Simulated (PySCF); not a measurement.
H3B, SMILES `B` (charge 0, multiplicity 1)

All values below come from M06-2X/def2-TZVP (PySCF).

```
Quantity                                                       Result
--------------------------------------  -----------------------------
HOMO                                                        -11.26 eV
dipole moment                                                  0.00 D
LUMO                                                         -1.00 eV
HOMO–LUMO gap                                                10.26 eV
vertical ionisation energy (Delta-SCF)                       13.21 eV
total energy                                              -26.5950 Ha
cost                                    around 6 core-seconds (rough)
```

```xyz
4

B     -0.0002    -0.0002     0.0002
H      1.0422    -0.5658     0.0539
H     -0.0323     1.1865    -0.0003
H     -1.0104    -0.6213    -0.0543
```
Charge 0, spin multiplicity 1.
